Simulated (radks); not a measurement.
Q: All-electron atom: the gold ion Au+ in [Xe] 4f14 5d10. Calculated with a radial shooting solver on a logarithmic mesh with Libxc functionals: scalar-relativistic Kohn-Sham, r2SCAN, spin-polarised, spherical densities, finite nucleus; meta-GGA in the generalised Kohn-Sham scheme; Fermi nuclear charge, rms radius 5.4371 fm. Some entries of the table are withheld. Estimate them.

orbital,occ.,eigenvalue (eV),<r^2> (bohr^2)
1s,2,-80851.81,0.0003934
2s,2,-14300.87,0.005995
2p,6,-12363.86,0.005048
3s,2,-3392.745,0.03860
3p,6,-2828.382,(1)
3d,10,-2223.740,0.03294
4s,2,-749.3607,0.1869
4p,6,(2),0.2132
4d,10,-339.0319,0.2426
5s,2,-118.9247,0.9738
4f,14,-90.3343,0.3017
5p,6,-69.8909,1.311
5d,10,-15.4646,2.908

A: 
(1) 3p <r^2> (bohr^2): 0.03970
(2) 4p eigenvalue (eV): -563.5015
